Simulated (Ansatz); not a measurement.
Geometry optimisation, RKS B3LYP/6-31G* in Ansatz 0.2.0.

Input file:

```yaml
crystal:
  periodic: [false, false, false]
  atoms:
    - { symbol: Si, position_ang: [-0.133852, 1.523175, 0.778944] }
    - { symbol: O, position_ang: [0.269072, -0.895462, -1.068068] }
    - { symbol: C, position_ang: [-0.478805, -1.067902, -2.269908] }
    - { symbol: H, position_ang: [-1.437045, 1.273257, 0.111596] }
    - { symbol: H, position_ang: [-0.247648, 2.830332, 1.487936] }
    - { symbol: Si, position_ang: [0.445717, -0.167393, 2.310077] }
    - { symbol: H, position_ang: [0.989837, -0.268375, -1.245788] }
    - { symbol: F, position_ang: [1.023264, 1.737999, -0.391638] }
    - { symbol: H, position_ang: [-0.83645, -0.111646, -2.682256] }
    - { symbol: H, position_ang: [0.107781, -1.58561, -3.039506] }
    - { symbol: H, position_ang: [-1.348123, -1.68523, -2.022298] }
    - { symbol: H, position_ang: [1.015644, 0.45785, 3.538049] }
    - { symbol: H, position_ang: [1.425, -1.151687, 1.784798] }
    - { symbol: H, position_ang: [-0.79449, -0.889308, 2.708163] }
basis:
  gaussian: { orbitals: "6-31G*" }
hamiltonian:
  xc: b3lyp
relax:
  f_tol: 0.03
  max_steps: 50
```

Launched with:

```bash
$ ansatz run input.yaml --threads 2 --pin off --max-ram 3072MiB --backend cpu --events-out ev --progress --plain --runs-dir out
```

Question: Where does it end, and by what steps?

Answer: The forces met the threshold. After 21 steps the energy has fallen by 0.055 eV; H14 moved furthest, 1.00 Å.

```
step  energy less start (eV)  largest force component (eV/Å)  accepted
   0                  0.0000                           0.539       yes
   1                 -0.0098                           0.418       yes
   2                 -0.0148                           0.212       yes
   3                 -0.0179                           0.093       yes
   4                 -0.0200                           0.056       yes
   5                 -0.0215                           0.123       yes
   6                 -0.0234                           0.100       yes
   7                 -0.0267                           0.226       yes
   8                 -0.0296                           0.182       yes
   9                 -0.0389                           0.130       yes
  10                 -0.0437                           0.113       yes
  11                 -0.0466                           0.089       yes
  12                 -0.0498                           0.077       yes
  13                 -0.0515                           0.102       yes
  14                 -0.0525                           0.122       yes
  15                 -0.0528                           0.108       yes
  16                 -0.0536                           0.076       yes
  17                 -0.0540                           0.031       yes
  18                 -0.0544                           0.043       yes
  19                 -0.0547                           0.050       yes
  20                 -0.0548                           0.036       yes
  21                 -0.0549                           0.029       yes
```

```xyz
14
Properties=species:S:1:pos:R:3
Si 0.029 1.740 0.808
O 0.330 -0.812 -1.017
C -0.512 -1.254 -2.074
H -1.374 1.903 0.337
H 0.388 2.941 1.616
Si 0.334 -0.225 2.061
H 0.823 -0.029 -1.310
F 1.003 1.795 -0.512
H -1.218 -0.477 -2.403
H 0.066 -1.597 -2.944
H -1.087 -2.100 -1.689
H 0.228 0.149 3.505
H 1.693 -0.788 1.842
H -0.704 -1.247 1.781
```

The run took 93 s on 2 threads of Intel(R) Xeon(R) Platinum 8259CL CPU @ 2.50GHz (Skylake/Cascade Lake) (shared host), peak memory 0.24 GiB.
